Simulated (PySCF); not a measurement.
## Cobalt: highly charged ions in a basis for the neutral atom

Co²⁰⁺ [He] 2s2 2p3, Co²¹⁺ [He] 2s2 2p2. Calculation: PySCF 2.14, in 6-31G* (5s4p2d1f, 34 functions); no relativity, point nucleus. No spin-orbit coupling, so a gap to NIST mixes the basis error with missing relativistic terms.

Changed run: basis of the neutral atom used for a highly charged ion. This setting is unsound on purpose.

```json
{"species": "Co²⁰⁺", "method": "UHF", "sound run (hartree)": "not run", "changed run (hartree)": "-1071.22176", "converged": "yes"}
{"species": "Co²⁰⁺", "method": "PBE0", "sound run (hartree)": "not run", "changed run (hartree)": "-1071.20181", "converged": "yes"}
{"species": "Co²⁰⁺", "method": "LDA", "sound run (hartree)": "not run", "changed run (hartree)": "-1068.85778", "converged": "yes"}
{"species": "Co²¹⁺", "method": "UHF", "sound run (hartree)": "not run", "changed run (hartree)": "-1007.47972", "converged": "yes"}
{"species": "Co²¹⁺", "method": "PBE0", "sound run (hartree)": "not run", "changed run (hartree)": "-1007.48050", "converged": "yes"}
{"species": "Co²¹⁺", "method": "LDA", "sound run (hartree)": "not run", "changed run (hartree)": "-1005.16410", "converged": "yes"}
```

Ionisation energy of Co²⁰⁺:

| method | changed run (eV) | NIST (eV) |
| --- | --- | --- |
| UHF | 1734.5 | 1724 ± 3 |
| PBE0 | 1733.9 | 1724 ± 3 |
| LDA | 1733.2 | 1724 ± 3 |

The contracted functions were made for the neutral atom and can be too rigid for a highly charged ion.
